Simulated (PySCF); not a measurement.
From one molecule to another.

First species: 2,6-difluorophenol, C6H4F2O.
Structure used (GFN2-xTB), in Å, numbered top down from 1:
```xyz
13
C6H4F2O angstrom
O      2.3449    0.6978   -0.4395
C      1.0622    0.3452   -0.2143
C      0.7054   -0.8574    0.3950
F      1.7207   -1.6822    0.7633
C     -0.6026   -1.2266    0.6291
C     -1.6171   -0.3674    0.2446
C     -1.3114    0.8375   -0.3642
C      0.0080    1.1817   -0.5873
F      0.2877    2.3558   -1.1791
H      2.9347    0.0023   -0.1172
H     -0.8068   -2.1717    1.1050
H     -2.6456   -0.6372    0.4192
H     -2.0844    1.5229   -0.6722
```

Second species: C₅H₁₆NPSi.
SMILES: `CC(C)(CN)C[SiH2]P`

Levels: PBE0/pcSseg-1 for HOMO energy, LUMO energy and HOMO–LUMO gap. Geometries: GFN2-xTB. All species are isolated and taken at one optimised geometry, non-relativistic unless stated; the electronic structure was computed with PySCF and density fitting.

The conformers computed, where there is a choice (atom-mapped SMILES and torsion angles):
- `[OH:1][c:2]1[c:3]([F:4])[cH:5][cH:6][cH:7][c:8]1[F:9]`: H–O1–C2–C3 0°

The conformers of `CC(C)(CN)C[SiH2]P` aren't listed.

Values for the first species:

- HOMO energy: -6.98 eV
- LUMO energy: -0.37 eV
- HOMO–LUMO gap: 6.61 eV

Task: Estimate the same properties for the second species, and the change in each.

Result: 
| property | first | second | second less first |
| --- | --- | --- | --- |
| HOMO energy | -6.98 eV | -6.76 eV | +0.22 eV |
| LUMO energy | -0.37 eV | 0.52 eV | +0.89 eV |
| HOMO–LUMO gap | 6.61 eV | 7.28 eV | +0.67 eV |

